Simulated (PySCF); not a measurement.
1-cyclopropylpenta-1,3-diyne, C₈H₈.
SMILES with atom numbers: `[CH3:1][C:2]#[C:3][C:4]#[C:5][CH:6]1[CH2:7][CH2:8]1` (hydrogens: H9, H10, H11 on C1; H12 on C6; H13, H14 on C7; H15, H16 on C8)

Computed with PySCF at CAM-B3LYP/def2-SVPD, non-relativistic, on one gas-phase PBE0-D3(BJ)/def2-SVP geometry that isn't relaxed in the solvent. The solvent is an IEF-PCM continuum (van der Waals radii × 1.2), and excitations are vertical TDDFT with non-equilibrium linear response and a frozen core. The model holds no explicit solvent molecules, cavitation or dispersion.

```tsv
run	E − E(gas) (kcal/mol)	HOMO (eV)	HOMO–LUMO gap (eV)	dipole (D)	lowest singlet (eV)	static polarisability (au)
gas	0.00	-7.66	8.43	0.30	4.48	106.0
P	-1.80	-7.74	8.46	0.34	4.49	118.8
Q	-2.05	-7.75	8.47	0.35	4.49	120.7
```

Question: The runs were made in benzene and cyclohexane. Which run belongs to which solvent?

Answer: P = cyclohexane, Q = benzene. The dielectric constants are 2.017 (cyclohexane), 2.271 (benzene), and the energy falls further as ε rises. The optical constants n² used for the excitations are 2.04, 2.25 in the same order. In this model the ground state sees the solvent through ε alone.

Question: How constant is the ratio of the lowering to (ε − 1)/(2ε + 1)?

Answer: 
```csv
solvent,(ε − 1)/(2ε + 1),E − E(gas) (kcal/mol),ratio (kcal/mol),polarisation term (kcal/mol)
cyclohexane,0.202,-1.80,-8.9,-1.94
benzene,0.229,-2.05,-9.0,-2.24
```

The ratio changes by +0.6 % in size from cyclohexane to benzene. The polarisation term is half the interaction of the solute with the induced surface charges.
